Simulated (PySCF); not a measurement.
Molecule: CH$_{8}$N$_{3}$Si, net charge -1, singlet state. It need not be the lowest isomer of its formula. Whether it binds its extra electron was not tested at this geometry. 
Coordinates optimised at B3LYP-D3(BJ)/def2-TZVP (Ansatz):
SMILES: C[Si]([NH-])(N)N
```xyz
13

Si    -0.0545    -0.0992     0.1218
C      1.7622    -0.2202    -0.4695
N     -0.5345    -0.9210     1.4689
N     -0.9636    -0.4686    -1.3706
N     -0.2327     1.6740     0.3210
H      1.9344     0.3338    -1.3992
H      2.4466     0.1715     0.2902
H      2.0280    -1.2668    -0.6458
H     -0.4189    -1.9304     1.4607
H     -0.9729     0.2651    -2.0707
H     -1.9182    -0.7347    -1.1648
H     -1.1745     1.8760     0.6462
H      0.3812     2.0044     1.0604
```
Charge -1, spin multiplicity 1.

Dispersion corrections to the total energy (kcal/mol) from the dftd3 and dftd4 libraries through PySCF: D3(BJ) without and D4 with the three-body term, each with the damping fitted for the functional named.

| functional | D3(BJ) | D4 |
|---|---|---|
| HF | -49.25 | -25.45 |
| PBE0 | … | -6.24 |
| PW6B95 | -3.37 | … |
| LC-wPBE | -6.25 | -8.17 |
| TPSSh | -7.65 | -9.06 |
| B2PLYP | -5.34 | -5.17 |
| revPBE | … | -22.55 |

Task: Some entries are withheld; supply them.

Result: 
- PBE0, D3(BJ): -5.74
- PW6B95, D4: -6.38
- revPBE, D3(BJ): -16.20
